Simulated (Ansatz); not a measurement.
Input for Ansatz (a first-principles code): U-PBE0/def2-TZVPP on FeSb, 2S+1 = 2, a spin state set in the input, which need not be the lowest, a point of a bond scan (R = 2.513 Å). Elements past Kr take the def2 small-core potentials; no spin–orbit coupling.

Ansatz 0.2 input:
```yaml
crystal:
  periodic: [false, false, false]
  atoms:
    - {symbol: Fe, position_ang: [0.00000000, 0.00000000, 0.00000000]}
    - {symbol: Sb, position_ang: [0.00000000, 0.00000000, 2.51276800]}
basis:
  gaussian:
    orbitals: def2-TZVPP
    pivot_positions_ang: [[0.00000000, 0.00000000, 0.00000000], [0.00000000, 0.00000000, 2.51276800]]
hamiltonian:
  xc: {name: PBE0}
magnetization: {spin_polarized: true, initial_magnetization: 1}
output: {forces: true, orbitals: {seedname: ./end}}
```

The head of its log:

```
WARN ansatz: RAYON_NUM_THREADS=1 ignored (pool sized by the plan → 1); use --threads N
Functional definition: PBE0
integrals: 0.04 GiB planned
981 factors; their error is unknown
mean field: 0.62 GiB planned
mean field evaluation 1: about -40815.7219 eV, gradient 1.8e2 eV
mean field evaluation 2: about -40070.8437 eV, gradient 4.7e2 eV
```

Q: Predict the final total energy.

A: -1503.7147 hartree. Its determinant has ⟨S²⟩ = 2.67, a mixture of spin states.
